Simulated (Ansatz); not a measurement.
`C[O][GaH2]` → `[GaH3]` + `C=O` at 700 K and 1 bar (β-hydride elimination).

Computed with Ansatz on PBE0-D4/def2-TZVP structures; ΔE is electronic, products minus reactants. CCSD(T)/CBS is the MP2 limit (def2-TZVPP, def2-QZVPP) plus CCSD(T) − MP2 in def2-TZVPP, frozen cores. This one scheme is used for every species. For Ga outer-core shells are correlated without core-valence functions, which leaves a few kJ/mol of doubt a bond. Scalar relativity is left out up to krypton.

| species | CCSD(T)/CBS energy (Eh) | H − E (kJ/mol) | S (J/(mol·K)) |
| --- | --- | --- | --- |
| `C[O][GaH2]` | -2040.16771 | 201.4 | 387.4 |
| `[GaH3]` | -1925.70545 | 80.8 | 262.3 |
| `C=O` | -114.39408 | 97.4 | 254.3 |

H − E and S are ideal-gas, rigid-rotor, harmonic terms from PBE0-D4/def2-TZVP. 1 Eh = 2625.50 kJ/mol, R = 8.31446 J/(mol·K).

**Question.** By hand: ΔE, ΔH, ΔS and ΔG.

**Answer.** ΔE = (-1925.70545) + (-114.39408) − (-2040.16771) = 0.06818 Eh = 179.0 kJ/mol. Δ(H − E) = 80.8 + 97.4 − 201.4 = -23.2, so ΔH = 155.8 kJ/mol. ΔS = 262.3 + 254.3 − 387.4 = 129.2 J/(mol·K). ΔG = 155.8 − 700 × (129.2)/1000 = 65.4 kJ/mol.

**Question.** By hand: the equilibrium constant, and the temperature at which ΔG would vanish if ΔH and ΔS stayed fixed.

**Answer.** log₁₀ K = −ΔG/(RT ln 10) = -4.9. ΔG = 0 at ΔH/ΔS = 1206 K.

The number of gas molecules changes by +1, which sets the sign of ΔS. A doubt of 5 kJ/mol in ΔE shifts log₁₀ K by 0.4 here. These are equilibria of isolated gas molecules and say nothing of rates. Largest T1 diagnostic: 0.015 (customary marks: 0.02 for closed shells, 0.045 for open ones).
